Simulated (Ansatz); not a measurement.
Ideal-gas functions of `Cl[Si]1(I)CO1` at 298.15 K and 1 bar, from an Ansatz frequency run at PBE0-D4/def2-TZVP.

Molar mass 220.47 g/mol, point group C1 (symmetry number 1), electronic degeneracy 1, moments of inertia 184.478, 509.969, 658.885 u Å². Harmonic wavenumbers (cm⁻¹, unscaled): 134, 169, 188, 231, 331, 549, 710, 771, 783, 1045, 1093, 1140, 1459, 3110, 3197.

Use S(trans) = R[1.5 ln M + 2.5 ln T − 1.1517]; rotational temperatures θ = 24.2544 K / I; S(rot) = R[ln(√π/σ · √(T³/θAθBθC)) + 1.5]; for each mode x = 1.438777 ν̃/T, S = R[x/(eˣ − 1) − ln(1 − e⁻ˣ)] and H = RT x/(eˣ − 1); 1 cm⁻¹ = 0.0119627 kJ/mol; R = 8.31446 J/(mol·K).

Q: By hand: the entropy, in J/(mol·K).

A: Translation 176.1. Rotation: θ = 0.1315, 0.0476, 0.0368 K, giving 123.1. Vibration, mode by mode: 12.08, 10.24, 9.40, 7.83, 5.25, 2.29, 1.23, 0.97, 0.93, 0.33, 0.27, 0.22, 0.06, 0.00, 0.00, in all 51.1. Electronic 0.0. Sum 350.3 J/(mol·K).

Q: By hand: H − E and G − E in kJ/mol, counted from the electronic energy.

A: Zero-point energy ½ × 14910 × 0.0119627 = 89.2; thermal vibration 8.7; translation, rotation and pV give 4 RT = 9.9. H − E = 107.8 kJ/mol, and G − E = 107.8 − 298.15 × 350.3/1000 = 3.4 kJ/mol.

Vibration gives 15 % of the entropy, 12.1 J/(mol·K) of it from the mode under 150 cm⁻¹: soft modes count most, and the harmonic formula is weakest for them. The sum counts one conformer and one mirror image; others add a mixing term.
